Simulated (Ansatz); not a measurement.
Reaction (redistribution): `[SiH3][B](Cl)[GaH2]` + `C=[C](O)[GeH3]` → `C=C(O)B([SiH3])Cl` + `[GaH2][GeH3]`

Isolated molecules relaxed with PBE0-D4/def2-TZVP in Ansatz; ΔE leaves out vibrations. CBS: MP2 limit from def2 TZ/QZ plus the TZ coupled-cluster correction, frozen cores. Functionals use def2-TZVPP. B3LYP here is the variant with VWN-RPA as its local correlation; programs differ in this. For Ga, Ge outer-core shells are correlated without core-valence functions, which leaves a few kJ/mol of doubt a bond. Scalar relativity is left out up to krypton. One conformer a species, not always the lowest.

```tsv
level	ΔE (kJ/mol)
PBE0-D4	-99.0
B3LYP-D4	-99.8
ωB97X-V	-95.3
PBE0	-98.4
CCSD/def2-TZVPP	-94.5
CCSD(T)/def2-TZVPP	-94.2
HF/def2-QZVPP	-100.4
MP2/CBS(def2)	-93.3
```

Q: What does CCSD(T)/CBS give? (Estimate.)

A: The calculation gave: -91.2 kJ/mol. The listed levels differ from it by -7.8, -8.6, -4.1, -7.2, -3.3, -3.0, -9.2, -2.1 kJ/mol.

Largest T1 diagnostic among the species: 0.015.

In def2-TZVPP, CCSD(T) changes the Hartree–Fock value by +6.9 kJ/mol (the triples alone add +0.3 kJ/mol) and MP2 by +4.9 kJ/mol.

CCSD(T)/CBS has its own doubt, a few kJ/mol and more with outer-core shells, so smaller differences from it don't rank the levels.
